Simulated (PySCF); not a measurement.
## Cd⁺ (cadmium, charge +1) across methods

[Kr] 4d9 5s2, 2D determinant (an excited configuration). All numbers are calculated (PySCF 2.14, scalar relativity by spin-free X2C-1e, in x2c-QZVPPall).

| method | E (hartree) | mean ε 4d β (eV) | mean ε 5s α (eV) | mean ε 5s β (eV) | Σ⟨r²⟩ (bohr²) | ⟨S²⟩ |
| --- | --- | --- | --- | --- | --- | --- |
| M06-2X | -5593.86 | -28.891 | -15.977 | -15.752 | 42.16 | 0.751 |
| UHF | -5590.79315 | -32.339 | -17.050 | -16.709 | 42.38 | 0.752 |
| PBE | -5592.98 | -24.171 | -14.699 | -14.450 | 41.63 | 0.751 |
| r2SCAN | -5593.39 | -24.715 | -14.872 | -14.649 | 41.54 | 0.751 |
| M06-L | -5593.28 | -24.529 | -14.530 | -14.324 | 41.50 | 0.751 |
| LDA | -5587.72 | -24.331 | -15.052 | -14.822 | 41.48 | 0.750 |
| PBE0 | -5593.04 | -26.474 | -15.500 | -15.238 | 41.64 | 0.751 |

Q: Estimate the same row for M06.

A: E (hartree) = -5593.48; mean ε 4d β (eV) = -26.426; mean ε 5s α (eV) = -15.837; mean ε 5s β (eV) = -15.635; Σ⟨r²⟩ (bohr²) = 41.51; ⟨S²⟩ = 0.751.
